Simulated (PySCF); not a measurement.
## Fractional electron number in Rh²⁺ (rhodium, charge +2)

The 4d beta orbital of [Kr] 4d7 is emptied in steps (occupation f), with all orbitals relaxed, ending at [Kr] 4d6. Computed with PySCF 2.14 in aug-cc-pVTZ-PP with ECP28MDF (6s6p5d3f2g, 88 functions), with a scalar-relativistic core potential. The exact energy is a straight line in f; departures are measured from the line between the end points of the same method.

```tsv
f	UHF (eV)	LDA (eV)	PBE (eV)
1	0.000	0.000	0.000
0.8	0.251	-1.037	-1.016
0.6	0.367	-1.563	-1.529
0.4	0.358	-1.569	-1.533
0.2	0.233	-1.050	-1.023
0	0.000	0.000	0.000
```

```
method  E(f=0) − E(f=1) (eV)  −ε at f=1 (eV)  −ε at f=0.4 (eV)
   UHF                29.303          30.919            28.960
   LDA                31.251          24.804            32.528
   PBE                31.107          24.778            32.370
```

Orbital energy along the path (eV):

| f | UHF | LDA | PBE |
| --- | --- | --- | --- |
| 1 | -30.919 | -24.804 | -24.778 |
| 0.8 | -30.212 | -27.337 | -27.278 |
| 0.6 | -29.561 | -29.914 | -29.812 |
| 0.4 | -28.960 | -32.528 | -32.370 |
| 0.2 | -28.402 | -35.171 | -34.941 |
| 0 | -27.883 | -37.833 | -37.502 |

Reference removal energy between the ground levels: 31.06 eV (semi-empirical (NIST evaluation); NIST Atomic Spectra Database, ionization energies). The calculation has no spin-orbit coupling. The determinant left behind need not be the lowest term of the ion. UHF lacks correlation.
